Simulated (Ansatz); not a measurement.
Gas-phase electronic energies from Ansatz, PBE0-D4/def2-TZVP geometries. CBS: MP2 limit from def2 TZ/QZ plus the TZ coupled-cluster correction, frozen cores. DFT in def2-TZVPP. B3LYP here is the variant with VWN-RPA as its local correlation; programs differ in this. For Ge outer-core shells are correlated without core-valence functions, which leaves a few kJ/mol of doubt a bond. Scalar relativity is left out up to krypton. Each species was taken in one conformer, which may not be the lowest.

`N=[C](S)[GeH3]` + `OCC(F)(F)F` → `F[C](F)(F)[GeH3]` + `N=C(S)CO`  (formal exchange of groups at a Ge–C bond)

```csv
level,ΔE (kJ/mol),difference from CCSD(T)/CBS
PBE-D4,10.0,-11.8
r2SCAN-D4,16.1,-5.7
PBE0-D4,16.3,-5.5
B3LYP-D4,14.9,-6.9
ωB97X-V,16.6,-5.2
ωB97M-V,17.0,-4.8
B2PLYP,18.0,-3.8
PBE,9.9,-11.9
r2SCAN,16.1,-5.7
PBE0,16.2,-5.6
B3LYP,14.6,-7.2
HF/def2-TZVPP,30.4,8.6
MP2/def2-TZVPP,22.4,0.6
SCS-MP2/def2-TZVPP,23.2,1.4
CCSD/def2-TZVPP,24.2,2.4
CCSD(T)/def2-TZVPP,22.9,1.1
HF/def2-QZVPP,30.1,8.3
MP2/def2-QZVPP,21.7,-0.1
SCS-MP2/def2-QZVPP,22.5,0.7
HF/CBS(def2),30.1,8.3
MP2/CBS(def2),21.3,-0.5
CCSD/CBS(def2),23.2,1.4
CCSD(T)/CBS,21.8,0
```

Largest T1 diagnostic among the species: 0.013.

From PBE to PBE0 (25 % exact exchange), in def2-TZVPP and without D4, ΔE moves by +6.3 kJ/mol. In def2-TZVPP, CCSD(T) changes the Hartree–Fock value by −7.4 kJ/mol (the triples alone add −1.3 kJ/mol) and MP2 by −8.0 kJ/mol.
